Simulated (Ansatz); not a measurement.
Molecular dynamics of C₂H₆AlB

The input (input.yaml):

```yaml
crystal:
  periodic: [false, false, false]
  atoms:
    - { symbol: B, position_ang: [-1.405661, 0.268045, -0.786564] }
    - { symbol: C, position_ang: [-0.036627, -0.091669, -0.120724] }
    - { symbol: C, position_ang: [0.638335, -1.126612, -0.657984] }
    - { symbol: Al, position_ang: [0.749908, 0.843221, 1.413717] }
    - { symbol: H, position_ang: [-1.804786, -0.369017, -1.728742] }
    - { symbol: H, position_ang: [-2.089768, 1.174067, -0.386917] }
    - { symbol: H, position_ang: [0.258843, -1.68784, -1.50972] }
    - { symbol: H, position_ang: [1.600216, -1.471205, -0.282872] }
    - { symbol: H, position_ang: [2.150098, 0.342303, 1.96227] }
    - { symbol: H, position_ang: [0.022443, 2.067507, 2.100537] }
basis:
  gaussian: { orbitals: def2-SVP }
hamiltonian:
  xc: hf
md:
  timestep: 0.5
  n_steps: 300
  ensemble: nvt_nose_hoover
  temperature: 1000.0
  initial_velocities: maxwell_boltzmann
  seed: 165757
  nose_hoover: { tau: 50.0, chain_length: 5 }
  masses: [{ species: H, mass: 2.014 }]
scf:
  lower_state_search: "off"
```

Launched with:

```bash
$ ansatz run input.yaml --threads 1 --pin off --max-ram 2048MiB --backend cpu --events-out ev --progress --plain --runs-dir out
```

It starts from a relaxed structure.

Output, in part (step lines, the closing report, with atoms numbered from 0):

```
md step     0: t =     0.00 fs  T =  1000.0 K  F+E_penalty+E_count = -9404.97239376 eV  E_kin = 1.034080 eV  conserved = -9403.93831377 eV  (25 SCF iters)
md step     1: t =     0.50 fs  T =   983.5 K  F+E_penalty+E_count = -9404.95519979 eV  E_kin = 1.016993 eV  conserved = -9403.93820698 eV  (25 SCF iters)
md step     2: t =     1.00 fs  T =   935.8 K  F+E_penalty+E_count = -9404.90554238 eV  E_kin = 0.967684 eV  conserved = -9403.93786282 eV  (25 SCF iters)
md step     3: t =     1.50 fs  T =   862.3 K  F+E_penalty+E_count = -9404.82898945 eV  E_kin = 0.891690 eV  conserved = -9403.93732130 eV  (25 SCF iters)
md step     4: t =     2.00 fs  T =   771.3 K  F+E_penalty+E_count = -9404.73422753 eV  E_kin = 0.797634 eV  conserved = -9403.93665339 eV  (25 SCF iters)
md step     5: t =     2.50 fs  T =   673.1 K  F+E_penalty+E_count = -9404.63191482 eV  E_kin = 0.696087 eV  conserved = -9403.93595520 eV  (26 SCF iters)
md step     6: t =     3.00 fs  T =   578.3 K  F+E_penalty+E_count = -9404.53314372 eV  E_kin = 0.598036 eV  conserved = -9403.93533582 eV  (27 SCF iters)
md step     7: t =     3.50 fs  T =   496.3 K  F+E_penalty+E_count = -9404.44774009 eV  E_kin = 0.513212 eV  conserved = -9403.93488988 eV  (19 SCF iters)
[... lines left out ...]
md step   297: t =   148.50 fs  T =   901.4 K  F+E_penalty+E_count = -9403.87270494 eV  E_kin = 0.932135 eV  conserved = -9403.93296042 eV  (26 SCF iters)
md step   298: t =   149.00 fs  T =  1040.8 K  F+E_penalty+E_count = -9404.01342980 eV  E_kin = 1.076234 eV  conserved = -9403.93456978 eV  (26 SCF iters)
md step   299: t =   149.50 fs  T =  1179.8 K  F+E_penalty+E_count = -9404.15308906 eV  E_kin = 1.220044 eV  conserved = -9403.93608898 eV  (25 SCF iters)
md step   300: t =   150.00 fs  T =  1295.7 K  F+E_penalty+E_count = -9404.26761571 eV  E_kin = 1.339812 eV  conserved = -9403.93710233 eV  (25 SCF iters)
Total energy: -9404.26761571 eV, -345.6004604360 hartree
Atom 0 at    -1.327548     0.352444    -0.661622 Å, force     2.571461    -0.665162    -0.304474 eV/Å
Atom 1 at     0.161992    -0.052394    -0.203612 Å, force    -1.047649    -2.756069    -1.334220 eV/Å
Atom 2 at     0.598847    -1.288403    -0.651079 Å, force     0.295302     0.151157     0.221768 eV/Å
Atom 3 at     0.693077     0.879733     1.372550 Å, force     0.620574     0.109242    -0.038007 eV/Å
Atom 4 at    -1.704715     0.479911    -1.739049 Å, force    -0.063081    -0.039658    -1.688180 eV/Å
Atom 5 at    -2.147257     0.544180     0.087532 Å, force    -1.383586     0.398186     1.927505 eV/Å
Atom 6 at     0.054689    -1.872976    -1.441021 Å, force     0.402999     0.795214     0.722363 eV/Å
Atom 7 at     1.511518    -1.910665    -0.296707 Å, force    -1.540769     1.690092    -0.290372 eV/Å
Atom 8 at     1.903135     0.427854     2.211200 Å, force     0.471165    -0.181871     0.486610 eV/Å
Atom 9 at    -0.087242     2.176017     1.666633 Å, force    -0.326416     0.498869     0.297008 eV/Å
Dipole moment:     0.011459    -0.217119    -0.024594 e Å
```

The steps, from the saved trajectory:

```tsv
time (fs)	T (K)	potential energy less start (eV)	conserved less start (meV/atom)
0	1000	0.000	0.00
5	378	0.648	0.34
10	541	0.483	0.16
15	528	0.509	0.21
20	487	0.571	0.27
25	520	0.557	0.19
30	528	0.577	0.30
35	665	0.483	0.21
40	578	0.611	0.22
45	420	0.825	0.37
50	699	0.581	0.14
55	451	0.888	0.39
60	710	0.677	0.25
65	667	0.770	0.29
70	769	0.715	0.38
75	753	0.777	0.29
80	819	0.739	0.35
85	768	0.830	0.37
90	755	0.863	0.28
95	574	1.079	0.50
100	1133	0.526	0.21
105	696	1.012	0.43
110	668	1.060	0.30
115	1063	0.682	0.26
120	866	0.929	0.45
125	759	1.067	0.38
130	780	1.080	0.54
135	786	1.116	0.50
140	848	1.084	0.37
145	837	1.138	0.34
150	1296	0.705	0.12
```

The run went to its last step. The conserved energy stayed within 0.7 meV per atom of its start (net change 0.12 meV per atom), so the integration is sound. The mean temperature of the second half is 18 % below the set value. A run of 0.15 ps of so small a system gives no equilibrium averages.

The same pairs are bonded in the first frame and the last. Pairs count as bonded within 1.25 times the sum of covalent radii (0.12 Å more for H–H).

Last frame:

```xyz
10
Properties=species:S:1:pos:R:3
B -1.327 0.352 -0.662
C 0.162 -0.052 -0.204
C 0.599 -1.288 -0.651
Al 0.693 0.880 1.373
H -1.705 0.480 -1.739
H -2.147 0.544 0.087
H 0.055 -1.873 -1.441
H 1.512 -1.911 -0.297
H 1.903 0.428 2.211
H -0.087 2.176 1.667
```

Run time: 6.5 min on 1 thread of Arm Neoverse V1, with other jobs on the host, peak memory 0.15 GiB.
